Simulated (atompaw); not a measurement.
aluminium: one change to a PAW (atompaw) potential, before and after

Al, PAW, made with atompaw 4.2.0.5 (LDA (PW92), non-relativistic). Core [Ne], reference 3s2 3p1. Waves: 3s (bound): rc 2.95 bohr; 3s channel at 0.2 Ry: rc 2.95 bohr; 3p (bound): rc 2.95 bohr; 3p channel at 1.65 Ry: rc 2.95 bohr; 3d channel at 0.35 Ry: rc 2.95 bohr; 3d channel at 0.7 Ry: rc 2.95 bohr. Local part: troulliermartins scheme with l = 3 at 0.5 Ry, radius 2.35 bohr. Core correction: smooth core density matched at 1.70 bohr. Augmentation charge: sinc compensation charge, radius 2.60 bohr; PAW radius 2.95 bohr; waves and projectors: custom rrkj gramschmidtortho.

Change: augmentation sinc compensation charge, radius 2.60 bohr; PAW radius 2.95 bohr; waves and projectors: custom polynom2 7 10 vanderbiltortho.

Cutoffs: the cutoffs (Ry, on a coarse ladder) from which the occupation-weighted sum of valence levels, in a spherical-Bessel basis at the reference potential, stays within 10 and 1 mRy of its value at 400 Ry; they do not see the model core or the augmentation charge, which bear on the density cutoff.

What does the change do?

The potential gets harder (6 Ry and 6 Ry → 8 Ry and 15 Ry); the range in which the d phases agree widens (upper end 1.7 → 3.0); neither file shows a bound ghost.

```csv
quantity,base,changed
"cutoff, loose",6 Ry,8 Ry
"cutoff, tight",6 Ry,15 Ry
bound ghosts,none,none
s: phases at 2.96 bohr within 0.05 rad from the reference energy up to (Ry; the scan ends near 5),1.7,1.7
p: phases at 2.96 bohr within 0.05 rad from the reference energy up to (Ry; the scan ends near 5),2.8,2.8
d: phases at 2.96 bohr within 0.05 rad from the reference energy up to (Ry; the scan ends near 5),1.7,3.0
lowest overlap eigenvalue by channel,"s 0.41, p 0.04, d 0.97","s 0.85, p 0.83, d 0.92"
```

 The cutoffs see the waves, projectors and local potential, not the compensation charge or the core.
